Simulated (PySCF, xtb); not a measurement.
FH₃SeSi, SMILES F[SiH2][SeH].

GFN2-xTB (xtb) at its own geometry gives an orbital gap of 4.26 eV and a dipole moment of 3.16 D.

Coordinates come from a PBE-D3(BJ)/def2-TZVP optimisation. The geometry has at least one imaginary mode, so it is a saddle point at that level. One conformer was computed; it need not be the lowest.

Q: What does PBE0/def2-TZVPD (PySCF) give? (The exact figures need the calculation; the answer reports its results.)

A: gap 6.67 eV (levels -7.35 and -0.68 eV), dipole 1.80 D.
